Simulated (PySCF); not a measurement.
Calculation: PySCF 2.14.0 with PBE-D3(BJ)/def2-TZVP // PBE-D3(BJ)/def2-SVP. All species are isolated molecules in the gas phase. 

Reference species: [Nb(Cl)3(F)2] (neutral, multiplicity 1).

```json
{
 "mean_distance_from_the_central_atom_to_its_bonded_neighbours": "2.126 Å",
 "charge on the central atom (Mulliken)": "1.47 e"
}
```

Changed species: [Nb(Cl)2(F)3] (3 of 5 Cl replaced by F; the reference has 2 of 5 Cl replaced by F).

Give the shifts of the mean distance from the central atom to its bonded neighbours and charge on the central atom (Mulliken).

the mean distance from the central atom to its bonded neighbours falls by 0.088 Å, to 2.038 Å; the charge on the central atom (Mulliken) rises by 0.11 e, to 1.58 e.
